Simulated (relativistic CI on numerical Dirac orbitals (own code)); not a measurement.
# Ti⁴⁺: calculation against measurement

Method of calculation: Dirac-Coulomb-Breit CI, KLI orbitals optimised for each configuration, model QED (radiative potential, 1s self-energy scaled to tabulated hydrogen-like ionisation energies), valence Slater integrals scaled by 0.85, configuration energies shifted to the measured levels that pair with them (semi-empirical) (own radial code, finite nucleus).

Configurations in the expansion (outside the closed core [Ne]): 3s²3p⁶, 3s²3p⁵3d, 3s²3p⁵4s, 3s²3p⁵4p, 3s3p⁶3d, 3s²3p⁵4d, 3s²3p⁵5s, 3s²3p⁵6s, 3s3p⁶4p, 3s²3p⁴3d², 3p⁶3d², 3s²3p⁵4f, 3s²3p⁵5p, 3s3p⁵3d², 3s²3p⁵5d, 3s²3p⁵5f, 3s²3p⁵5g, 3s3p⁶4s, 3s²3p⁴3d4s, 3s3p⁶4d, 3s3p⁶5s, 3s²3p⁴3d4p, 3s3p⁶4f, 3s3p⁶5p, 3s3p⁶5d, 3s3p⁶5f, 3s3p⁶5g. Levels of other configurations are missing.

| Configuration | Term (tabulated) | J | Measured (cm⁻¹) | Computed | Error | Purity (%) |
| --- | --- | --- | --- | --- | --- | --- |
| 3s²3p⁶ | 1S | 0 | 0.0 | 0 | 0 | 97 |
| 3s²3p⁵3d | 3P° | 1 | 275371.9 | 275996 | 624 | 99 |
| 3s²3p⁵3d | 3P° | 2 | 277310.6 | 277894 | 584 | 98 |
| 3s²3p⁵3d | 3F° | 3 | 289050.2 | 290339 | 1289 | 97 |
| 3s²3p⁵3d | 3F° | 2 | 290778.7 | 292086 | 1307 | 97 |
| 3s²3p⁵3d | 1D° | 2 | 306874.5 | 306291 | -583 | 71 |
| 3s²3p⁵3d | 3D° | 3 | 307429.2 | 306034 | -1395 | 78 |
| 3s²3p⁵3d | 3D° | 1 | 309252.1 | 307930 | -1322 | 99 |
| 3s²3p⁵3d | 3D° | 2 | 309433.1 | 308256 | -1177 | 72 |
| 3s²3p⁵3d | 1F° | 3 | 311433.8 | 310032 | -1401 | 76 |
| 3s²3p⁵3d | 1P° | 1 | 395320.9 | 399121 | 3800 | 95 |
| 3s²3p⁵4s | 3P° | 2 | 434339.4 | 434349 | 9 | 99 |
| 3s²3p⁵4s | 3P° | 1 | 436849.8 | 436840 | -10 | 79 |
| 3s²3p⁵4s | 3P° | 0 | 440065.2 | 440143 | 78 | 99 |
| 3s²3p⁵4s | 1P° | 1 | 443752.7 | 443667 | -86 | 78 |
| 3s²3p⁵4p | 3S | 1 | 481987.7 | 481916 | -71 | 96 |
| 3s²3p⁵4p | 3D | 3 | 487974.6 | 488511 | 536 | 85 |
| 3s²3p⁵4p | 3D | 2 | 488225.7 | 488900 | 675 | 64 |
| 3s3p⁶3d | 3D | 3 | 492567.1 | 493701 | 1134 | 63 |
| 3s²3p⁵4p | 3P | 0 | 498176.4 | 498023 | -154 | 98 |
| 3s²3p⁵4p | 3P | 1 | 499336.2 | 499223 | -113 | 70 |
| 3s3p⁶3d | 1D | 2 | 506224.7 | 505150 | -1074 | 63 |
| 3s²3p⁵4p | 1S | 0 | 514608.7 | 514680 | 71 | 96 |
| 3s²3p⁵4d | 2[1/2]° | 0 | 568698.5 | 569134 | 436 | 99 |
| 3s²3p⁵4d | 2[7/2]° | 4 | 571401.1 | 571536 | 135 | 99 |
| 3s²3p⁵4d | 2[7/2]° | 3 | 572093.9 | 572094 | 0 | 63 |
| 3s²3p⁵4d | 2[5/2]° | 3 | 574683.8 | 574473 | -211 | 48 |
| 3s²3p⁵4d | 2[5/2]° | 3 | 579334.6 | 579241 | -93 | 50 |
| 3s²3p⁵5s | 2[3/2]° | 2 | 607033.0 | 606991 | -42 | 99 |
| 3s²3p⁵5s | 2[3/2]° | 1 | 608100.7 | 608068 | -32 | 51 |
| 3s²3p⁵5s | 2[1/2]° | 0 | 612793.2 | 612825 | 32 | 99 |
| 3s²3p⁵5s | 2[1/2]° | 1 | 613558.2 | 613593 | 35 | 51 |
| 3s²3p⁵6s | 2[3/2]° | 1 | 680748.0 | 680651 | -97 | 59 |
| 3s²3p⁵6s | 2[1/2]° | 1 | 685940.0 | 686012 | 72 | 47 |
| 3s3p⁶4p | 3P° | 1 | 687980.0 | 688226 | 246 | 58 |
| 3s3p⁶4p | 1P° | 1 | 691797.0 | 691653 | -144 | 73 |

Measured levels from Corliss and Sugar, J. Phys. Chem. Ref. Data 8, 1 (1979); pairs were made by configuration, J and term (by order where the table uses no LS term), so strongly mixed levels may be paired wrongly.

Mean error by configuration (cm⁻¹): 3s²3p⁵3d 173; 3s²3p⁵4s -2; 3s²3p⁵4p 157; 3s3p⁶3d 30; 3s²3p⁵4d 53; 3s²3p⁵5s -2; 3s²3p⁵6s -13; 3s3p⁶4p 51. Over the excited levels the mean absolute error is 545 cm⁻¹ (35 of the 44 excited levels that our extract of the source holds in range could be paired, and the others can miss by more), and the median relative error of those above 1,000 cm⁻¹ is 0.031 %, both after the shifts were fitted to these levels, so that a configuration with one level shows no error.

Configurations whose levels could be paired with our table of measured levels were shifted onto them, all but the ground configuration, by the median error of their levels; single terms can still be off by 1,000 to 2,000 cm⁻¹ or more, and rates follow the energies as ν³ (E1, M1) or ν⁵ (E2). The others borrow a shift and can be off by several thousand cm⁻¹ or more. 35 of the 44 excited levels that our extract of the measured tables holds in this range could be paired (the sources list more); they are missed by 545 cm⁻¹ on average and 3800 at most, after the shifts were fitted to these levels, and levels without a partner can miss by more.

Shifts applied (cm⁻¹): 3s²3p⁶ 0; 3s²3p⁵3d -18258; 3s²3p⁵4s -24746; 3s²3p⁵4p -26515; 3s3p⁶3d -28653; 3s²3p⁵4d -25437; 3s²3p⁵5s -24729; 3s²3p⁵6s -24311; 3s3p⁶4p -35737.
